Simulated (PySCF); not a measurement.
C3H6F2Si, SMILES [SiH3]CC=C(F)F.

Coordinates come from a PBE0-D3(BJ)/def2-SVP optimisation. This is a generated structure with no PubChem entry under its InChIKey; it may be hypothetical. The values are those of a single conformer.

Computed with TDDFT-B3LYP/def2-SVPD (PySCF 2.14.0).

Vertical excitations. 

```
state  energy (eV)  λ (nm)      f                                                            main pairs
-----  -----------  ------  -----  --------------------------------------------------------------------
S1            6.02     206  0.003                                      HOMO→LUMO 55 %, HOMO→LUMO+1 43 %
S2            6.74     184  0.201  HOMO→LUMO+3 33 %, HOMO→LUMO+1 32 %, HOMO→LUMO 17 %, HOMO→LUMO+2 13 %
S3            6.80     182  0.142                    HOMO→LUMO+2 65 %, HOMO→LUMO 18 %, HOMO→LUMO+1 13 %
S4            7.04     176  0.061                                    HOMO→LUMO+3 59 %, HOMO→LUMO+2 18 %
S5            7.21     172  0.003                                    HOMO→LUMO+4 65 %, HOMO→LUMO+5 32 %
S6            7.28     170  0.004                                    HOMO→LUMO+5 61 %, HOMO→LUMO+4 34 %
S7            7.65     162  0.053                                    HOMO→LUMO+6 74 %, HOMO→LUMO+7 18 %
S8            7.92     157  0.022                                                      HOMO→LUMO+7 73 %
S9            8.29     150  0.042                                                      HOMO→LUMO+8 77 %
S10           8.40     148  0.016                                                      HOMO−1→LUMO 91 %
T1            4.43     280      0                                      HOMO→LUMO 46 %, HOMO→LUMO+1 41 %
T2            5.86     211      0                                      HOMO→LUMO+1 50 %, HOMO→LUMO 45 %
T3            6.60     188      0                                    HOMO→LUMO+3 63 %, HOMO→LUMO+2 29 %
T4            6.79     183      0                                    HOMO→LUMO+2 65 %, HOMO→LUMO+3 29 %
```
Triplets are in the Tamm–Dancoff approximation, which puts them higher than full response would, so one can lie above its singlet here.
